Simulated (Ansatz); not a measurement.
Species: N-dimethylboranylmethanamine, C₃H₁₀BN, net charge 0, singlet state. 
Geometry from a B3LYP-D3(BJ)/def2-TZVP (Ansatz, a first-principles code) optimisation:
```
B
N 1 1.4010
H 2 1.0090 1 117.81
C 2 1.4512 3 113.30 1 -179.07
H 4 1.0874 2 109.85 3 179.83
H 4 1.0940 5 107.80 2 121.66
H 4 1.0940 5 108.01 6 116.43
C 1 1.5813 2 118.55 3 0.00
H 8 1.0935 1 114.41 2 -3.02
H 8 1.0951 9 107.69 1 123.53
H 8 1.0953 9 107.63 10 113.42
C 1 1.5843 2 121.32 3 -178.94
H 12 1.0918 1 111.84 2 -160.66
H 12 1.0926 13 107.67 1 -126.04
H 12 1.0965 13 106.46 14 -113.83
```

Total electronic energies in hartree. Valence correlation only, unless marked. Spin-orbit coupling is left out. No relativistic terms. CBS marks a two-point X^-3 extrapolation of the correlation energy; Hartree-Fock from the larger set. [CCSD(T)-MP2]/basis is that difference in the basis named.

```tsv
level	program	energy (Eh)
BLYP/def2-TZVPD	Ansatz	-199.95950
B3LYP-D3(BJ)/def2-TZVPD	Ansatz + dftd3	-200.10556
B3LYP/def2-TZVPD	Ansatz	-200.08861
PBE0/def2-SVP	Ansatz	___
PBE0-D3(BJ)/def2-TZVP	Ansatz + dftd3	___
BHLYP-D4/def2-TZVPD	Ansatz + dftd4	-199.95961
MP2/cc-pVTZ	Ansatz	-199.53918
MP2/CBS(cc-pVTZ,cc-pVQZ)	Ansatz	-199.6453
CCSD/cc-pVTZ	Ansatz	-199.59255
CCSD/cc-pVQZ	Ansatz	-199.64931
CCSD(T)/6-31G*	Ansatz	-199.32442
CCSD(T)/aug-cc-pVTZ	Ansatz	-199.64199
CCSD(T)/cc-pwCVTZ	Ansatz	-199.63884
RI-MP2/CBS(cc-pVTZ,cc-pVQZ)+[CCSD(T)-MP2]/cc-pVDZ	Ansatz	-199.7332
CCSD(T)/CBS(cc-pVTZ,cc-pVQZ)	Ansatz	-199.7218
```

### Question
Some entries are withheld; supply them.

### Answer

- PBE0/def2-SVP, energy (Eh): -199.60451
- PBE0-D3(BJ)/def2-TZVP, energy (Eh): -199.82805
